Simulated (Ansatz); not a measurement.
Computed with Ansatz on PBE0-D4/def2-TZVP structures; ΔE is electronic, products minus reactants. CCSD(T)/CBS is the MP2 limit (def2-TZVPP, def2-QZVPP) plus CCSD(T) − MP2 in def2-TZVPP, frozen cores. Functionals use def2-TZVPP. B3LYP here is the variant with VWN-RPA as its local correlation; programs differ in this. HSE06 is defined as in plane-wave codes. Each species was taken in one conformer, which may not be the lowest.

Consider the ligand exchange at a B–C bond: `BCC=N` + `O[SiH2]S` → `BO[SiH2]S` + `CC=N`.

Question: Is it downhill or uphill in electronic energy at CCSD(T)/CBS, and by how much? (An estimate is asked.)

Answer: The calculation gave: Downhill: ΔE = -31.2 kcal/mol.

Question: What do these levels give: B3LYP-D4, r2SCANh-D4, HSE06-D4, BHLYP-D4, CAM-B3LYP-D4, ωB97X-V, PBE0, r2SCANh, CAM-B3LYP, CCSD/def2-SVP, HF/CBS(def2), MP2/CBS(def2)? (An estimate is asked.)

Answer: Ansatz gave: B3LYP-D4 -32.2, r2SCANh-D4 -30.7, HSE06-D4 -30.1, BHLYP-D4 -32.9, CAM-B3LYP-D4 -32.6, ωB97X-V -31.1, PBE0 -30.0, r2SCANh -30.7, CAM-B3LYP -32.5, CCSD/def2-SVP -36.5, HF/CBS(def2) -33.8, MP2/CBS(def2) -30.9 kcal/mol.

Largest T1 diagnostic among the species: 0.013.

At CCSD(T), def2-SVP lies −5.6 kcal/mol from the extrapolated value and def2-TZVPP −0.6 kcal/mol. Leaving LDA and LC-ωPBE aside and taking each functional with its dispersion term where it has one, the values, not all of them listed here, spread over 3.5 kcal/mol, from BHLYP-D4 to revPBE-D4.
